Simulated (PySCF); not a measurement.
Computed shifts of a molecule C₃H₈O₂Si, PBE/pcSseg-1 in PySCF, GIAO, gas phase, equivalent atoms averaged, in ppm (number of nuclei): ¹³C: 206.7 (1), 47.2 (1), 11.9 (1). ²⁹Si: -15.8 (1). ¹H: 10.26 (1), 5.42 (1), 5.32 (1), 2.83 (1), 1.85 (3), 0.80 (1). References: ¹³C against TMS (σ = 182.0 ppm); ¹⁷O against H2O (σ = 334.3 ppm); ²⁹Si against TMS (σ = 335.4 ppm); ¹H against TMS (σ = 31.49 ppm), references at their B3LYP-D3(BJ)/def2-TZVP geometries, non-relativistic. Geometry optimised at B3LYP-D3(BJ)/def2-SVP. The values are those of a single conformer.

Q: Pick the molecule that these values belong to.
A) OC[C@@H]1C[SiH2]O1
B) C=CC[SiH](O)O
C) C[C@@H](C=O)[SiH2]O
D) C=C(OC)[SiH2]O

A: C, C[C@@H](C=O)[SiH2]O
